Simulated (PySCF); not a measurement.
PySCF input:

```python
from pyscf import gto, scf, dft

mol = gto.M(
    atom='''
    Cl   -0.00000000   -0.00000000   -2.25495647
    I     0.00000000    0.00000000    0.72328792
    ''',
    basis='def2-tzvpd',
    ecp='def2-tzvp',
    charge=-1,
    spin=1,
    symmetry='C2v',
    verbose=4,
)

mf = scf.UHF(mol).density_fit(auxbasis='def2-universal-jkfit')
mf.conv_tol = 1e-9
mf.max_cycle = 100
mf.max_memory = 1500
mf.kernel()
if not mf.converged:
    mf = mf.newton()
    mf.kernel(mf.make_rdm1())
mf.analyze()
```

**Question.** Which total energy does the run end on?

**Answer.** -756.18886 Eh (HF/def2-TZVPD).
